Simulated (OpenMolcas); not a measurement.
## Ni3+: moving or changing the point charges

Ni3+ among 6 point charges of -1.5 e arranged as an octahedron (Oh), 1.88 Å from the ion.

| Property | Result |
| --- | --- |
| Program | OpenMolcas |
| Method | SS-CASPT2, IPEA 0.25 Eh, imaginary shift 0.1 Eh (closed shells correlated: 3s 3p) |
| Basis | ANO-RCC-VTZP [6s5p3d2f1g] |
| Scalar Hamiltonian | DKH2, point nucleus |
| Active space | 7 electrons in 5 orbitals (3d) |
| State averaging | 2S+1 = 4 even, 10 roots; 2S+1 = 2 even, 40 roots |
| Spin-orbit coupling | state interaction with AMFI integrals over the reference wave functions |

Runs around this geometry, states (labels of O, the rotations of Oh). Energies in cm-1 above the lowest state or level, χT in cm3 K/mol; under a threefold ground state the first gap can be a small split of the lowest multiplet, not the spin-orbit step.

| R (Å) | q (e) | Ground state | First state of that spin | First gap with spin-orbit (degeneracies) | χT at 300 K | First state of another spin |
| --- | --- | --- | --- | --- | --- | --- |
| 1.88 | -0.98 | 4T1 | 4T2 1140 | 280 (2, 4) | 4.752 | 2E 19630 |
| 1.79 | -1.5 | 4T1 | 4T2 3020 | 430 (2, 4) | 4.054 | 2E 19880 |
| 1.88 | -1.5 | 4T1 | 4T2 2130 | 380 (2, 4) | 4.294 | 2E 19820 |
| 1.97 | -1.5 | 4T1 | 4T2 1840 | 360 (2, 4) | 4.407 | 2E 19810 |

Taking the first state of the same spin as R^-n, n = -ln(1840 / 3020) / ln(1.97 / 1.79) = 5.2 between the shortest and longest distance.

Roots that are degenerate in the reference are averaged as groups; the widest CASPT2 spread within a group is 620 cm-1 (the 3-fold group of multiplicity 4 near 1140 cm-1 above the lowest state of its run, R = 1.88, q = -0.98). Shifts and gaps below about the spread of the groups concerned are not significant. An orbital triplet at a regular site is open to Jahn-Teller coupling, which can distort the site and quench the lowest spin-orbit gaps and is left out. Point charges give a weaker field than real ligands, and real ions of this kind are often low spin; the high spin found here belongs to the model. Free-ion shares, where given, are those of the reference states; single-state CASPT2 does not remix them. This field is weak: 10Dq is about 1708 cm-1, while octahedral complexes of 3d ions of charge 3 and more, computed by the same method with explicit ligands, had a median near 15000 cm-1. Ground spin and moment need not be those of a real site (figures for R = 1.88, q = -0.98; the like holds for R = 1.79, q = -1.5, R = 1.88, q = -1.5, R = 1.97, q = -1.5). The ground term spreads over less than 5000 cm-1, several times less than with real ligands, so orbital moments are less quenched and χT lies further from the spin-only value than at real sites (holds for R = 1.88, q = -0.98; R = 1.97, q = -1.5). This is an electrostatic model: the charges have no orbitals. No measured value stands beside these numbers.
